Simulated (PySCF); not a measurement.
## Electron correlation in Sn (tin, neutral)

[Kr] 4d10 5s2 5p1 6s1, high-spin 3P determinant (an excited configuration). All numbers are calculated (PySCF 2.14, a scalar-relativistic core potential, in aug-cc-pVDZ-PP with ECP28MDF (5s4p3d, 32 functions)). Frozen: 4s2 4p6 4d10; 4 electrons correlated.

| level | correlation energy (mhartree) |
| --- | --- |
| CCSD | -48.64 |
| (T) | -0.93 |
| CCSD(T) | -49.57 |
| CCSDT | -49.94 |

Diagnostics: T1 = 0.012, D1 = 0.0286, largest double amplitude 0.086.

The outer electron is Rydberg-like, and this basis confines it to a smaller radius and binds it less than a complete one would.

Cost of the coupled-cluster step: of the order of 0.12 core-seconds, for 4 correlated electrons.

Iterations:

```
CC2 = 0
CCSD nocc = (np.int64(3), np.int64(1)), nmo = (23, 23)
frozen orbitals [[0, 1, 2, 3, 4, 5, 6, 7, 8], [0, 1, 2, 3, 4, 5, 6, 7, 8]]
max_cycle = 100
direct = 0
conv_tol = 1e-08
conv_tol_normt = 1e-06
diis_space = 8
diis_start_cycle = 0
Init t2, MP2 energy = -0.0343637396171436
Init E_corr(UCCSD) = -0.0343637396172206
cycle = 1  E_corr(UCCSD) = -0.0439680897052408  dE = -0.00960435009  norm(t1,t2) = 0.0545109
cycle = 2  E_corr(UCCSD) = -0.0469021798764262  dE = -0.00293409017  norm(t1,t2) = 0.0209239
cycle = 3  E_corr(UCCSD) = -0.0486118597112356  dE = -0.00170967983  norm(t1,t2) = 0.00917712
cycle = 4  E_corr(UCCSD) = -0.0486141541311057  dE = -2.29441987e-06  norm(t1,t2) = 0.00228481
cycle = 5  E_corr(UCCSD) = -0.0486528490476413  dE = -3.86949165e-05  norm(t1,t2) = 0.000997622
cycle = 6  E_corr(UCCSD) = -0.0486360851192544  dE = 1.67639284e-05  norm(t1,t2) = 0.000342095
cycle = 7  E_corr(UCCSD) = -0.0486451891243121  dE = -9.10400506e-06  norm(t1,t2) = 9.99262e-05
cycle = 8  E_corr(UCCSD) = -0.0486382387174077  dE = 6.9504069e-06  norm(t1,t2) = 4.51863e-05
cycle = 9  E_corr(UCCSD) = -0.0486431618978554  dE = -4.92318045e-06  norm(t1,t2) = 2.41038e-05
cycle = 10  E_corr(UCCSD) = -0.0486414192809428  dE = 1.74261691e-06  norm(t1,t2) = 1.39231e-05
cycle = 11  E_corr(UCCSD) = -0.0486413952058087  dE = 2.4075134e-08  norm(t1,t2) = 4.95459e-06
cycle = 12  E_corr(UCCSD) = -0.0486414138407701  dE = -1.86349614e-08  norm(t1,t2) = 1.68672e-06
cycle = 13  E_corr(UCCSD) = -0.04864141423314  dE = -3.92369824e-10  norm(t1,t2) = 2.50835e-07
UCCSD converged
E(UCCSD) = -213.2287830385322  E_corr = -0.04864141423313995
UCCSD(T) correction = -0.000929409966076001
```
